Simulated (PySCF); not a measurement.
# Ionisation energy of Ge by level of theory

Ge [Ar] 3d10 4s2 4p2 (3P) → Ge⁺ [Ar] 3d10 4s2 4p1 (2P), as a difference of total energies. Calculation: PySCF 2.14, in ANO-RCC-VTZP; the spin-free X2C one-electron Hamiltonian (Gaussian nucleus). Correlated levels: valence and next inner shell: [Ne] frozen. The calculations carry no spin-orbit coupling.

```
                                method  ionisation energy (eV)
                                   UHF                   7.404
    MP2 (valence and next inner shell)                   7.741
SCS-MP2 (valence and next inner shell)                   7.645
   CCSD (valence and next inner shell)                   7.717
CCSD(T) (valence and next inner shell)                   7.726
```

Q: How much does correlation contribute at CCSD(T) (valence and next inner shell)?

A: 7.726 − (7.404) = 0.322 eV, measured against UHF.

Errors of the correlated levels include the incompleteness of this basis and the frozen core.

For comparison: 7.925 eV (measured; NIST levels, between the centres of gravity of the two terms).
